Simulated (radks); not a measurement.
Charge is removed step by step from the 2s down level of the phosphorus ion P3+, starting from [He] 2s(up 1, down 1) 2p6 3s2. All-electron calculation, scalar-relativistic Kohn-Sham, PBEsol, spin-polarised, spherical densities, finite nucleus; Fermi nuclear charge, rms radius 3.1889 fm. Program: a radial shooting solver on a logarithmic mesh with Libxc functionals.

removed (e)  E - E(0) (eV)  eigenvalue (eV)  E minus straight line (eV)
0                    0.000          -211.95                       0.000
0.1                 21.368          -215.45                      -1.599
0.2                 43.088          -218.98                      -2.846
0.3                 65.160          -222.51                      -3.740
0.4                 87.588          -226.07                      -4.279
0.5                 110.37          -229.63                      -4.463
0.6                 133.51          -233.21                      -4.290
0.7                 157.01          -236.80                      -3.758
0.8                 180.87          -240.40                      -2.866
0.9                 205.09          -244.01                      -1.614
1                   229.67          -247.63                       0.000

Removing the whole electron costs 229.67 eV by Delta-SCF, against 211.95 eV from minus the eigenvalue at the starting occupation. Slater's transition state (half an electron removed) gives 229.63 eV. Integrating minus the eigenvalue over the occupation (Janak's theorem) gives 229.68 eV. In this scalar-relativistic scheme the density is built from large components alone, so the theorem holds only approximately. The mean slope of the eigenvalue, de/dn, is 35.7 eV per electron.
